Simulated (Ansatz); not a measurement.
Isolated molecules relaxed with PBE0-D4/def2-TZVP in Ansatz; ΔE leaves out vibrations. CCSD(T)/CBS is the MP2 limit (def2-TZVPP, def2-QZVPP) plus CCSD(T) − MP2 in def2-TZVPP, frozen cores. DFT in def2-TZVPP. B3LYP here is the variant with VWN-RPA as its local correlation; programs differ in this. Each species was taken in one conformer, which may not be the lowest.

`BC(C)(F)[SiH3]` + `OC[SiH](F)F` → `BOC[SiH](F)F` + `CC(F)[SiH3]`  (ligand exchange at a B–C bond)

CCSD(T)/CBS gives -1.47 eV.

(1) Another level gave -1.51 eV. Which?
A. B3LYP-D4/def2-TZVPP
B. ωB97M-V/def2-TZVPP
C. r2SCAN-D4/def2-TZVPP
D. SCS-MP2/def2-TZVPP

Largest T1 diagnostic among the species: 0.013.

Results:

(1) A. B3LYP-D4 -1.51, SCS-MP2/def2-TZVPP -1.56, r2SCAN-D4 -1.37, ωB97M-V -1.43 eV.

In def2-TZVPP, CCSD(T) changes the Hartree–Fock value by +0.29 eV (the triples alone add +0.04 eV) and MP2 by +0.29 eV. The D4 term adds +0.05 eV with B3LYP and +0.03 eV with PBE0; it sums over pairs of atoms, weighted by their polarisabilities, and B3LYP, whose exchange is more repulsive, gets the larger term. From PBE to PBE0 (25 % exact exchange), in def2-TZVPP and without D4, ΔE moves by −0.05 eV.
